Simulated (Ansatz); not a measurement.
C₇H₇F, SMILES `Cc1ccc(F)cc1`. Total charge 0; spin multiplicity 1. Geometry: relaxed with PBE0-D4/def2-TZVP.

```xyz
15

C     1.846   -0.787    0.983
C     0.606   -0.272    0.315
C     0.681    0.473   -0.858
C    -0.456    0.979   -1.469
C    -1.683    0.729   -0.890
F    -2.790    1.210   -1.474
C    -1.803   -0.009    0.270
C    -0.652   -0.505    0.863
H     2.235   -0.061    1.704
H     2.637   -0.982    0.256
H     1.649   -1.713    1.526
H     1.650    0.662   -1.308
H    -0.400    1.557   -2.383
H    -2.783   -0.191    0.692
H    -0.737   -1.089    1.773
```

Q: What is the dipole moment at PBE/def2-TZVPP? (Best estimate.)

A: Computed: 1.70 D, with components (1.41, -0.58, 0.76) D in this frame, pointing from negative to positive charge.

Q: And with r2SCAN, B3LYP, ωB97M-V? (Estimate.)

A: Ansatz gave: r2SCAN 1.79 D, B3LYP 1.86 D, ωB97M-V 1.85 D.

Q: Give the Mulliken charges with PBE, ωB97M-V, r2SCAN in def2-TZVPP. (Best estimate.)

A: Ansatz gave: 
```csv
atom,PBE,ωB97M-V,r2SCAN
C1,-0.23,-0.29,-0.13
C2,0.07,0.02,0.08
C3,-0.14,-0.12,-0.14
C4,-0.14,-0.13,-0.11
C5,0.21,0.19,0.23
F6,-0.17,-0.20,-0.21
C7,-0.14,-0.13,-0.11
C8,-0.14,-0.12,-0.14
H9,0.10,0.12,0.07
H10,0.08,0.10,0.05
H11,0.08,0.10,0.05
H12,0.10,0.11,0.09
H13,0.11,0.12,0.10
H14,0.11,0.12,0.10
H15,0.10,0.11,0.09
```

B3LYP here is the variant with VWN-RPA as its local correlation; programs differ in this.
